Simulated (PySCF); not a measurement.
CH4F2GeO, SMILES C[O][GeH]([F])[F]. Geometry: PBE-D3(BJ)/def2-SVP. The structure was generated by enumeration, and PubChem lists no compound with its InChIKey, so it may never have been made. One conformer was computed; it need not be the lowest.

Computed equilibrium geometry at PBE-D3(BJ)/def2-SVP (PySCF confirms it by a frequency run) as bond lengths and angles, and its point group (one conformer of several):
point group Cs.
Atoms: Ge1 F2 F3 O4 C5 H6 H7 H8 H9. Bonded distances (Å): Ge1–F2 1.747, Ge1–F3 1.747, Ge1–O4 1.765, Ge1–H6 1.532, O4–C5 1.428, C5–H7 1.112, C5–H8 1.108, C5–H9 1.112. Bond angles (°): F2–Ge1–F3 103.5, F2–Ge1–O4 109.3, F2–Ge1–H6 112.0, F3–Ge1–O4 109.3, F3–Ge1–H6 112.0, O4–Ge1–H6 110.6, Ge1–O4–C5 119.9, O4–C5–H7 111.9, O4–C5–H8 107.5, O4–C5–H9 111.9, H7–C5–H8 108.5, H7–C5–H9 108.5, H8–C5–H9 108.5.
Charge 0, spin multiplicity 1.
